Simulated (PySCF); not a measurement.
All numbers come from PySCF, PBE0, basis Pt def2-TZVP with ECP60, H def2-TZVP (scalar-relativistic core potentials, no spin–orbit coupling, density fitting).

Each entry is the lowest minimum that a search over a few typed start shapes (and spin states, where more than one is plausible) found, or that minimum re-optimised at the stated level; isomers with ligand–ligand bonds, or fragments after loss of a ligand pair, can lie lower. Open shells are unrestricted.

PtH₃ is a doublet of Cs symmetry with Pt–H 1.504 Å, Pt–H 1.596 Å (×2); H–Pt–H 85.9° (×2), H–Pt–H 131.8°. Its wavenumbers are 495, 631, 755, 1882, 2172, 2527 cm⁻¹.

Q: What changes when one electron is removed, giving PtH₃⁺?

A: It costs 7.35 eV between the minima (7.44 eV with zero-point energy). PtH₃⁺ is a singlet of C3v symmetry with Pt–H 1.510 Å (×3); H–Pt–H 83.6° (×3); wavenumbers 822 (×2), 870, 2481 (×2), 2522 cm⁻¹.

No spin–orbit coupling is included, which matters more the heavier the element.
